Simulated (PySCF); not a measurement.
Species: C₉H₁₂OSi.
InChI=1S/C9H12OSi/c1-2-8-11-10-9-6-4-3-5-7-9/h2-7H,1,8,11H2

Torsions of this conformer, `[CH2:1]=[CH:2][CH2:3][SiH2:4][O:5][c:6]1[cH:7][cH:8][cH:9][cH:10][cH:11]1`: C1–C2–C3–Si4 101°, C2–C3–Si4–O5 173°, C3–Si4–O5–C6 -178°, Si4–O5–C6–C7 176°.

The closed-shell ground state was solved at several levels (PySCF, density fitting, gas phase, non-relativistic). Isolated species at its PBE0-D3(BJ)/def2-SVP geometry (one conformer only).

```tsv
level	basis functions	total energy (Eh)	HOMO (eV)	LUMO (eV)	gap (eV)	dipole (D)
PBE0/pcSseg-1	254	-714.2238	-6.61	-0.24	6.37	0.63
HF/pcSseg-1	254	-711.5262	-8.61	3.37	11.98	0.52
```

Q: Estimate the row for CAM-B3LYP/def2-SVPD, a basis of 323 functions; the other rows only guide the guess.

A: Total energy -714.3100 Eh, HOMO -7.80 eV, LUMO 0.77 eV, gap 8.57 eV, dipole 0.56 D.

Q: Over all these levels, which gives the widest orbital gap and which the narrowest?

A: HF/pcSseg-1 (Hartree–Fock, all exact exchange) has the widest, 11.98 eV, and PBE0/pcSseg-1 (global hybrid, 25 % exact exchange) the narrowest, 6.37 eV. The two share the basis. From the narrowest to the widest the HOMO moves by -2.00 eV and the LUMO by +3.61 eV. The HOMO need not be the same orbital at Hartree–Fock and at DFT levels.

Q: How far do the dipole and the HOMO energy spread over the levels?

A: The dipole runs from 0.52 to 0.63 D (mean 0.57 D) and the HOMO from -8.61 to -6.61 eV.
